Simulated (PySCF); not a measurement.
H7Si3, SMILES [SiH2][SiH2][SiH3], multiplicity 2. Geometry: ωB97X-D3(BJ)/def2-SVP. The isomer is the one that the SMILES or the coordinates give; other isomers of the formula were not compared.

Q: Give the equilibrium geometry at ωB97X-D3(BJ)/def2-SVP (PySCF confirms it by a frequency run) as bond lengths and angles. (The exact figures need the calculation; the answer reports its results.)

A: 
Atoms: Si1 Si2 Si3 H4 H5 H6 H7 H8 H9 H10. Bond lengths (Å): Si1–Si2 2.320, Si1–H4 1.494, Si1–H5 1.494, Si2–Si3 2.334, Si2–H6 1.497, Si2–H7 1.493, Si3–H8 1.492, Si3–H9 1.493, Si3–H10 1.493. Angles (°): Si2–Si1–H4 115.7, Si2–Si1–H5 112.9, H4–Si1–H5 110.1, Si1–Si2–Si3 107.0, Si1–Si2–H6 111.9, Si1–Si2–H7 109.1, Si3–Si2–H6 110.0, Si3–Si2–H7 110.3, H6–Si2–H7 108.4, Si2–Si3–H8 111.5, Si2–Si3–H9 109.2, Si2–Si3–H10 109.4, H8–Si3–H9 109.0, H8–Si3–H10 109.1, H9–Si3–H10 108.7.
Charge 0, spin multiplicity 2.
